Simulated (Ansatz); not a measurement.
The first iterations of a band of F6W + H3P (11 atoms, charge 0, multiplicity 1).

All numbers below come from RKS PBE/def2-SVP (Ansatz).

| Quantity | Value |
| --- | --- |
| movable images | 7 |
| climbing image | yes |
| spring | 50.0 eV/Å² |
| optimiser | quadratic models (default) |
| start path | through a guess of the saddle point |
| force threshold | 0.05 eV/Å |
| iteration limit | 60 |
| end points | relaxed |

Image 0:

```xyz
11
Properties=species:S:1:pos:R:3
W -0.632 -0.257 -0.324
F -0.410 -0.170 1.524
F 1.205 -0.052 -0.548
F -0.869 1.587 -0.388
F -2.466 -0.483 -0.096
F -0.410 -2.105 -0.259
F -0.844 -0.347 -2.171
P 2.731 2.335 1.296
H 3.326 3.104 2.360
H 3.960 1.634 1.026
H 2.278 1.312 2.205
```

Image 8:

```xyz
11
Properties=species:S:1:pos:R:3
W 0.160 0.268 -0.191
F 0.718 -0.832 1.918
F 1.808 -0.599 -0.418
F -0.162 2.004 -0.834
F -1.115 0.821 1.064
F -0.724 -1.377 -0.026
F 0.032 -0.011 -2.040
P 1.816 1.628 1.304
H 2.807 1.884 0.302
H 1.198 2.919 1.295
H 1.331 -0.148 2.253
```

| iteration | highest image above the first end (eV) | largest band force component (eV/Å) |
| --- | --- | --- |
| 1 | 9.428 | 25.059 |
| 2 | 4.590 | 7.528 |
| 3 | 3.412 | 3.368 |
| 4 | 2.221 | 1.701 |
| 5 | 1.911 | 1.315 |
| 6 | 2.055 | 1.426 |
| 7 | 1.844 | 1.019 |
| 8 | 1.781 | 1.051 |
| 9 | 1.780 | 0.776 |
| 10 | 1.784 | 0.386 |
| 11 | 1.786 | 0.511 |
| 12 | 1.782 | 0.334 |
| 13 | 1.781 | 0.224 |
| 14 | 1.777 | 0.214 |

Problem. Does the band converge within its limit, and where does its top end?

Solution. The run converged. It ended after 44 iterations with the highest image 1.597 eV above the first end. A structure lower than the first end lies on the path between it and the top, so the climb from that side starts below the end, which may itself be a saddle point or a shallow side well. The order of the stationary point at the top wasn't checked. The orbitals stay closed-shell, which can raise the energy where a bond breaks towards radicals; this wasn't checked here.

The run took 10 min on 4 threads of Arm Neoverse V2, on a shared host, peak memory 0.24 GiB.
